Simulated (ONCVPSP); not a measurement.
## Al: ONCV pseudisation with PBEsol, scalar-relativistic reference atom.

ONCVPSP 4.0.1 input, shortened (lines: element, Z, core and valence counts, functional; n l f; lmax; l rc ep ncon nbas qcut; lloc lpopt rc5 dvloc0; l nproj debl; icmod fcfact rcfact), PBEsol, scalar-relativistic:

```
  Al 13.00    3    2  -116133      upf
    1    0    2.00
    2    0    2.00
    2    1    6.00
    3    0    2.00
    3    1    1.00
    1
    0    1.70    0.00    3    7    3.20
    1    1.75    0.00    4    8    4.30
    4    5    1.30    0.00
    0    2    0.60
    1    2    0.70
    0    0.00    0.00
```

All-electron outer shells of the reference configuration (PBEsol, scalar-relativistic, ld1.x):

```tsv
shell	level (eV)	outermost node (bohr)	outermost maximum (bohr)
2s	-107.85	0.16	0.50
2p	-69.54	–	0.43
3s	-7.71	0.80	2.09
3p	-2.69	0.82	2.64
```

What the tests gave:

```
Cutoffs needed           : 5.6 Ha and 34 Ha (the cutoffs (Ha) at which the residual kinetic energy of the hardest occupied pseudo-wave falls to 1 and 0.1 mHa per electron) The cutoffs count occupied waves only; projector 2 of the p channel, the hardest unoccupied one, needs 37 Ha at the loose tolerance.
Ghost test               : no bound ghost flagged; GHOST(+) flagged for s at 73.7 eV, p at 475.8 eV
Largest excitation error : +12 meV (all-electron minus pseudo) for 3s1 3p0, out of 4 test configurations
```

Generation and tests took about 2.7 s on one core of a shared server CPU.
